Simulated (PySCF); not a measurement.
Computed shifts of a molecule C₃H₄O₂Si, B3LYP/pcSseg-1 (PySCF), GIAO, gas phase, atoms alike by connectivity averaged where their shifts nearly agree, in ppm (number of nuclei): ¹³C: 184.1 (1), 106.2 (1), 82.3 (1). ²⁹Si: -89.2 (1). ¹H: 6.60 (1), 4.63 (2), 2.68 (1). References: ¹³C against TMS (σ = 181.3 ppm); ²⁹Si against TMS (σ = 338.7 ppm); ¹⁷O against H2O (σ = 333.8 ppm); ¹H against TMS (σ = 31.68 ppm), references at their B3LYP-D3(BJ)/def2-TZVP geometries, non-relativistic. Coordinates come from a PBE0-D3(BJ)/def2-SVP optimisation. The values are those of a single conformer.

### Question
Which structure fits?
(A) C#C[SiH2]C(=O)O
(B) O=C1C=CO[SiH2]1
(C) C#C[SiH2]OC=O
(D) O=C1CC(=O)[SiH2]1

### Answer
A, C#C[SiH2]C(=O)O
